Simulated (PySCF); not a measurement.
3-bromo-1,1-difluoropropa-1,2-diene (C3HBrF2), SMILES FC(F)=C=CBr. Atoms are numbered in the order given.

```xyz
7

F     -2.8218    -0.2409     1.0888
C     -2.1117     0.0259     0.0000
F     -2.8218    -0.2409    -1.0888
C     -0.8858     0.5102     0.0000
C      0.3482     0.9514     0.0000
Br     1.8873    -0.1887     0.0000
H      0.6345     2.0163     0.0000
```
Charge 0, spin multiplicity 1.

Geometry optimised at PBE-D3(BJ)/def2-SVP.

All values below come from PBE-D3(BJ)/def2-SVP (PySCF 2.14.0).

Frequencies are harmonic and unscaled.

```json
[
 {"mode": "1", "ν (cm⁻¹)": "83", "IR (km/mol)": "0.0", "moving atoms (share of kinetic energy)": "C 38 %, F 34 %, Br 27 %"},
 {"mode": "2", "ν (cm⁻¹)": "103", "IR (km/mol)": "0.0", "moving atoms (share of kinetic energy)": "F 65 %, C 29 %"},
 {"mode": "3", "ν (cm⁻¹)": "240", "IR (km/mol)": "0.6", "moving atoms (share of kinetic energy)": "C 54 %, F 27 %, H 17 %"},
 {"mode": "4", "ν (cm⁻¹)": "324", "IR (km/mol)": "1.8", "moving atoms (share of kinetic energy)": "C 57 %, Br 23 %, F 20 %"},
 {"mode": "5", "ν (cm⁻¹)": "521", "IR (km/mol)": "19.6", "moving atoms (share of kinetic energy)": "F 61 %, C 37 %"},
 {"mode": "6", "ν (cm⁻¹)": "572", "IR (km/mol)": "9.3", "moving atoms (share of kinetic energy)": "C 87 %, F 13 %"},
 {"mode": "7", "ν (cm⁻¹)": "581", "IR (km/mol)": "9.7", "moving atoms (share of kinetic energy)": "C 62 %, F 34 %"},
 {"mode": "8", "ν (cm⁻¹)": "632", "IR (km/mol)": "80.2", "moving atoms (share of kinetic energy)": "C 82 %, H 8 %"},
 {"mode": "9", "ν (cm⁻¹)": "780", "IR (km/mol)": "17.7", "moving atoms (share of kinetic energy)": "H 72 %, C 28 %"},
 {"mode": "10", "ν (cm⁻¹)": "824", "IR (km/mol)": "132.0", "moving atoms (share of kinetic energy)": "F 63 %, C 33 %"},
 {"mode": "11", "ν (cm⁻¹)": "1151", "IR (km/mol)": "76.3", "moving atoms (share of kinetic energy)": "H 88 %, C 10 %"},
 {"mode": "12", "ν (cm⁻¹)": "1254", "IR (km/mol)": "262.6", "moving atoms (share of kinetic energy)": "C 72 %, F 28 %"},
 {"mode": "13", "ν (cm⁻¹)": "1429", "IR (km/mol)": "165.2", "moving atoms (share of kinetic energy)": "C 88 %, F 9 %"},
 {"mode": "14", "ν (cm⁻¹)": "2045", "IR (km/mol)": "565.6", "moving atoms (share of kinetic energy)": "C 99 %"},
 {"mode": "15", "ν (cm⁻¹)": "3112", "IR (km/mol)": "0.4", "moving atoms (share of kinetic energy)": "H 91 %, C 9 %"}
]
```
